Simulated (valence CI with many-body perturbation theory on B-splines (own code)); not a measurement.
Energy levels of Ta LXIX

Calculated by valence CI with perturbative core correlation (CI+MBPT): three valence electrons over a frozen Dirac-Fock core [He], a basis of 11 s, 11 p, 9 d, 7 f, 5 g, 2 h, 1 i functions for each j, with the one-electron correlation potential Σ1 (screened to all orders), the two-electron term Σ2, the three-electron term Σ3, Breit, model QED; selected single and double excitations, second order for the rest (own B-spline code, finite nucleus).

The last digits are not significant, and no measured levels were compared; by estimate large intervals hold to a few tenths of a per cent, small ones and those within an open d or f shell to about a per cent.

Levels 46 to 90 of 103, with energies above the lowest level, (2s^2 2p1/2) J=1/2. "Leading %" is the weight of the configuration and term that name the level; weights of strongly mixed levels are sums over their largest components and can fall short. In the jj column 3d3/2^4 stands for four electrons in 3d with j = 3/2.

```
No.  Configuration  Term    J  E (× 10³ cm⁻¹)  Leading %      g   Second component                 Leading jj
 46       2s 2p 3p    4P  3/2           96375         46  1.621   26 % 2s 2p 3p 4S     2s 2p3/2 3p1/2 (100 %)
 47       2s 2p 3s   2P°  1/2           96380         90  0.825  10 % 2s 2p 3s 4P°        2s 2p3/2 3s (100 %)
 48       2s 2p 3p    2D  5/2           96388         44  1.303   37 % 2s 2p 3p 4D     2s 2p3/2 3p1/2 (100 %)
 49       2s 2p 3s   2P°  3/2           96433         82  1.375  17 % 2s 2p 3s 4P°         2s 2p3/2 3s (99 %)
 50       2s 2p 3p    2P  1/2           97085         48  1.257   22 % 2s 2p 3p 2S      2s 2p3/2 3p1/2 (99 %)
 51       2s 2p 3p    2D  3/2           97096         61  0.966   20 % 2s 2p 3p 2P      2s 2p3/2 3p1/2 (99 %)
 52         2p2 3s    4P  3/2           97883         87  1.646     11 % 2p2 3s 2P      2p1/2 2p3/2 3s (99 %)
 53         2p2 3s    2P  1/2           97964         66  1.290     32 % 2p2 3s 4P      2p1/2 2p3/2 3s (98 %)
 54         2p2 3s    2D  5/2           98025         64  1.305     34 % 2p2 3s 4P      2p1/2 2p3/2 3s (99 %)
 55         2p2 3s    2D  3/2           98095         64  0.956     33 % 2p2 3s 2P      2p1/2 2p3/2 3s (99 %)
 56         2p2 3p   4P°  1/2           98406         49  1.731    28 % 2p2 3p 4D°   2p1/2 2p3/2 3p1/2 (99 %)
 57         2p2 3p   4D°  3/2           98454         55  1.124    23 % 2p2 3p 2D°   2p1/2 2p3/2 3p1/2 (99 %)
 58         2p2 3p   2F°  5/2           98559         50  1.040    30 % 2p2 3p 2D°   2p1/2 2p3/2 3p1/2 (99 %)
 59         2p2 3p   2P°  3/2           98932         43  1.302    25 % 2p2 3p 2D°   2p1/2 2p3/2 3p1/2 (99 %)
 60       2s 2p 3p    4D  7/2           99472        100  1.400                        2s 2p3/2 3p3/2 (100 %)
 61       2s 2p 3p    2P  3/2           99568         54  1.477   32 % 2s 2p 3p 4S      2s 2p3/2 3p3/2 (99 %)
 62       2s 2p 3p    4P  5/2           99723         52  1.387   43 % 2s 2p 3p 2D      2s 2p3/2 3p3/2 (99 %)
 63       2s 2p 3p    2S  1/2           99764         48  1.359   38 % 2s 2p 3p 2P      2s 2p3/2 3p3/2 (99 %)
 64       2s 2p 3d   4D°  5/2          100050         44  1.216  22 % 2s 2p 3d 4F°      2s 2p3/2 3d3/2 (99 %)
 65       2s 2p 3d   4D°  3/2          100100         43  1.313  40 % 2s 2p 3d 4P°      2s 2p3/2 3d3/2 (99 %)
 66       2s 2p 3d   4F°  7/2          100120         46  1.200  39 % 2s 2p 3d 2F°      2s 2p3/2 3d3/2 (97 %)
 67       2s 2p 3d   4P°  1/2          100140         82  2.162  15 % 2s 2p 3d 4D°      2s 2p3/2 3d3/2 (99 %)
 68       2s 2p 3p    2D  5/2          100260         72  1.252   16 % 2s 2p 3p 4D      2s 2p3/2 3p3/2 (99 %)
 69       2s 2p 3p    2P  3/2          100410         58  1.220   29 % 2s 2p 3p 2D      2s 2p3/2 3p3/2 (99 %)
 70       2s 2p 3p    2S  1/2          100450         60  1.720   20 % 2s 2p 3p 2P     2s 2p3/2 3p3/2 (100 %)
 71       2s 2p 3d   2D°  3/2          100740         62  0.927  18 % 2s 2p 3d 4P°      2s 2p3/2 3d3/2 (85 %)
 72       2s 2p 3d   4F°  9/2          100780        100  1.308                        2s 2p3/2 3d5/2 (100 %)
 73       2s 2p 3d   2F°  5/2          100810         67  0.925  18 % 2s 2p 3d 2D°      2s 2p3/2 3d3/2 (98 %)
 74       2s 2p 3d   2P°  1/2          100880         69  0.599  25 % 2s 2p 3d 4D°      2s 2p3/2 3d3/2 (97 %)
 75       2s 2p 3d   2D°  5/2          100980         39  1.304  34 % 2s 2p 3d 4P°      2s 2p3/2 3d5/2 (98 %)
 76       2s 2p 3d   4D°  7/2          101040         49  1.263  46 % 2s 2p 3d 2F°      2s 2p3/2 3d5/2 (96 %)
 77       2s 2p 3d   2P°  3/2          101130         44  1.137  42 % 2s 2p 3d 2D°      2s 2p3/2 3d5/2 (83 %)
 78       2s 2p 3d   2P°  1/2          101250         85  0.772   6 % 2s 2p 3d 4D°      2s 2p3/2 3d5/2 (94 %)
 79       2s 2p 3d   2F°  7/2          101580         65  1.178  13 % 2s 2p 3d 4D°      2s 2p3/2 3d5/2 (90 %)
 80         2p2 3p   4D°  5/2          101680         40  1.328    22 % 2p2 3p 4P°   2p1/2 2p3/2 3p3/2 (72 %)
 81       2s 2p 3d   2D°  5/2          101750         43  1.222    13 % 2p2 3p 4P°      2s 2p3/2 3d5/2 (69 %)
 82       2s 2p 3d   2P°  3/2          101750         62  1.258   7 % 2s 2p 3d 4D°      2s 2p3/2 3d5/2 (84 %)
 83         2p2 3p   2P°  1/2          101750         36  1.555    30 % 2p2 3p 4P°   2p1/2 2p3/2 3p3/2 (98 %)
 84         2p2 3p   2D°  3/2          101810         44  1.125    16 % 2p2 3p 4P°   2p1/2 2p3/2 3p3/2 (83 %)
 85         2p2 3p   2F°  7/2          101870         58  1.208    32 % 2p2 3p 4D°   2p1/2 2p3/2 3p3/2 (90 %)
 86         2p2 3p   4S°  3/2          101990         33  1.410    30 % 2p2 3p 2P°  2p1/2 2p3/2 3p3/2 (100 %)
 87         2p2 3p   2D°  5/2          102090         63  1.167    15 % 2p2 3p 2F°   2p1/2 2p3/2 3p3/2 (96 %)
 88         2p2 3d    4F  3/2          102180         43  0.919     26 % 2p2 3d 2P  2p1/2 2p3/2 3d3/2 (100 %)
 89         2p2 3d    4F  5/2          102180         53  0.953     39 % 2p2 3d 2F  2p1/2 2p3/2 3d3/2 (100 %)
 90         2p2 3d    4D  1/2          102230         79  0.246     15 % 2p2 3d 2P  2p1/2 2p3/2 3d3/2 (100 %)
```
